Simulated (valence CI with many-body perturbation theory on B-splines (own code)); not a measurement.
E1 line list for Hg8+

Level of theory: relativistic CI+MBPT: four valence electrons over a frozen Dirac-Fock core [Xe] 4f14, a basis of 7 s, 7 p, 8 d, 6 f, 4 g, 1 h functions for each j, with the one-electron correlation potential Σ1 (screened to all orders), the two-electron term Σ2, the three-electron term Σ3, Breit, model QED; selected single and double excitations, second order for the rest, scaled by the run's own slope (own B-spline code, finite nucleus).

No measured levels were compared; by estimate terms of the open shell hold to 2 to 4 % of their energy, and close levels can change places; different configurations can be misplaced against each other by 1,000 to 8,000 cm⁻¹. The list stops below the first excitations out of the core.

Lines 101 to 123 of 123 in falling wavelength, among levels below 44.221 eV, chosen from the strongest by gf and those to the six lowest levels. Wavelengths and rates use the calculated energies, so an error of 2000 cm⁻¹ moves a line at 34.46 nm by 0.69 % and its rate by three times that or more. Electric multipoles are in the length gauge, E1 and E2 with the static RPA response of the core. Weak lines are less certain than strong ones. Lines between different terms over intervals too small for the method are left out, as are lines whose strength nearly cancels. The highest levels of a list are the least certain.

Levels are named by their leading jj configuration (3d3/2^4 stands for four electrons in 3d with j = 3/2), which in mixed levels can hold well under half, so a name can repeat and another be missing. Letters in brackets count levels of one name in rising energy.

| λ vac (nm) | Upper | Lower | A (s⁻¹) | log gf | Branch % |
| --- | --- | --- | --- | --- | --- |
| 34.46 | (5d3/2^2 5d5/2 6p1/2) J=3 | (5d3/2 5d5/2^3) J=3 [a] | 9.94e+06 | -2.91 | 0.2 |
| 34.25 | (5d3/2^3 6p1/2) J=2 | (5d3/2^2 5d5/2^2) J=1 | 7.20e+07 | -2.20 | 3.2 |
| 33.87 | (5d3/2^2 5d5/2 6p1/2) J=3 | (5d3/2 5d5/2^3) J=4 [a] | 3.03e+06 | -3.44 | 0.1 |
| 33.76 | (5d3/2^3 6p1/2) J=2 | (5d3/2^2 5d5/2^2) J=2 [a] | 5.91e+06 | -3.30 | 0.3 |
| 33.67 | (5d3/2^3 6p1/2) J=2 | (5d3/2^2 5d5/2^2) J=3 [a] | 1.08e+08 | -2.04 | 4.8 |
| 33.66 | (5d3/2^3 6p1/2) J=1 | (5d3/2^2 5d5/2^2) J=1 | 8.58e+07 | -2.36 | 0.5 |
| 33.38 | (5d3/2^2 5d5/2 6p1/2) J=3 | (5d3/2^2 5d5/2^2) J=3 [b] | 4.30e+07 | -2.30 | 0.9 |
| 33.26 | (5d3/2^2 5d5/2 6p1/2) J=3 | (5d3/2^2 5d5/2^2) J=2 [b] | 5.26e+06 | -3.21 | 0.1 |
| 33.19 | (5d3/2^3 6p1/2) J=1 | (5d3/2^2 5d5/2^2) J=2 [a] | 4.05e+08 | -1.70 | 2.3 |
| 33.15 | (5d3/2^2 5d5/2 6p1/2) J=3 | (5d3/2^2 5d5/2^2) J=4 [b] | 9.35e+07 | -1.97 | 1.9 |
| 32.44 | (5d3/2^3 6p1/2) J=1 | (5d3/2^2 5d5/2^2) J=0 [a] | 2.87e+08 | -1.87 | 1.7 |
| 32.04 | (5d3/2^2 5d5/2 6p1/2) J=3 | (5d3/2^2 5d5/2^2) J=2 [a] | 2.15e+08 | -1.64 | 4.4 |
| 31.95 | (5d3/2^2 5d5/2 6p1/2) J=3 | (5d3/2^2 5d5/2^2) J=3 [a] | 1.69e+08 | -1.74 | 3.5 |
| 31.77 | (5d3/2^3 6p1/2) J=2 | (5d3/2^3 5d5/2) J=3 | 8.29e+07 | -2.20 | 3.7 |
| 31.51 | (5d3/2^2 5d5/2 6p1/2) J=3 | (5d3/2^2 5d5/2^2) J=4 [a] | 3.17e+08 | -1.48 | 6.5 |
| 31.27 | (5d3/2^3 6p1/2) J=2 | (5d3/2^3 5d5/2) J=2 | 1.71e+07 | -2.90 | 0.8 |
| 30.78 | (5d3/2^3 6p1/2) J=1 | (5d3/2^3 5d5/2) J=2 | 2.08e+08 | -2.05 | 1.2 |
| 30.49 | (5d3/2^3 6p1/2) J=2 | (5d3/2^3 5d5/2) J=1 | 3.34e+07 | -2.63 | 1.5 |
| 30.32 | (5d3/2^2 5d5/2 6p1/2) J=3 | (5d3/2^3 5d5/2) J=4 | 1.06e+09 | -0.99 | 21.9 |
| 30.24 | (5d3/2^2 5d5/2 6p1/2) J=3 | (5d3/2^3 5d5/2) J=3 | 6.32e+08 | -1.22 | 13.0 |
| 30.02 | (5d3/2^3 6p1/2) J=1 | (5d3/2^3 5d5/2) J=1 | 5.27e+08 | -1.67 | 3.0 |
| 29.79 | (5d3/2^2 5d5/2 6p1/2) J=3 | (5d3/2^3 5d5/2) J=2 | 3.32e+08 | -1.51 | 6.8 |
| 28.99 | (5d3/2^3 6p1/2) J=1 | (5d3/2^4) J=0 | 1.39e+10 | -0.28 | 79.8 |

How does gf follow from A for the line at 33.67 nm?

gf = 1.4992 × (2J+1)_upper × A / σ², with σ = 297015 cm⁻¹ and 2J+1 = 5: gf = 0.00914.
